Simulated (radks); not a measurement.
The bismuth ion Bi2.8+, configuration [Xe] 4f14 5d10 6s1.2 6p1 (fractional occupations, a model configuration).

Method: Dirac Kohn-Sham, PBE, spin-unpolarised, spherical densities, point nucleus; open shells fill j = l - 1/2 first; computed with a radial shooting solver on a logarithmic mesh with Libxc functionals.

Energy parts (eV):
| part | energy |
|---|---|
| total | -587212.26 |
| kinetic | 686976.25 |
| electron-nucleus | -1486987.00 |
| Hartree | 223624.63 |
| exchange-correlation | -10826.14 |

Orbitals (lengths in bohr, moments of r in powers of bohr; <r^-3> diverges for s and p1/2):
orbital  occ.  eigenvalue (eV)  <r^-3>
1s1/2       2        -90549.56       -
2s1/2       2        -16276.16       -
2p1/2       2        -15636.34       -
2p3/2       4        -13316.13   24410
3s1/2       2        -3948.630       -
3p1/2       2        -3660.115       -
3p3/2       4        -3140.595    5794
3d3/2       4        -2669.040    1019
3d5/2       6        -2558.935   826.8
4s1/2       2        -926.9384       -
4p1/2       2        -801.5645       -
4p3/2       4        -673.5337    1435
4d3/2       4        -469.9752   229.8
4d5/2       6        -446.0851   182.1
4f5/2       6        -181.9558   40.65
4f7/2       8        -176.4648   38.47
5s1/2       2        -184.0233       -
5p1/2       2        -140.5929       -
5p3/2       4        -115.9203   272.7
5d3/2       4         -55.2672   30.15
5d5/2       6         -52.2096   23.33
6s1/2     1.2         -38.5708       -
6p1/2       1         -28.5691       -
6p3/2       0         -25.4742   34.29

The highest occupied level is 6p1/2 at -28.569 eV. The density falls to 0.001 e/bohr^3 at r = 3.67 bohr. Summed over all electrons, <r^2> = 43.61 bohr^2, which gives a Langevin (diamagnetic) susceptibility term of -34.5 x 10^-6 cm^3/mol.
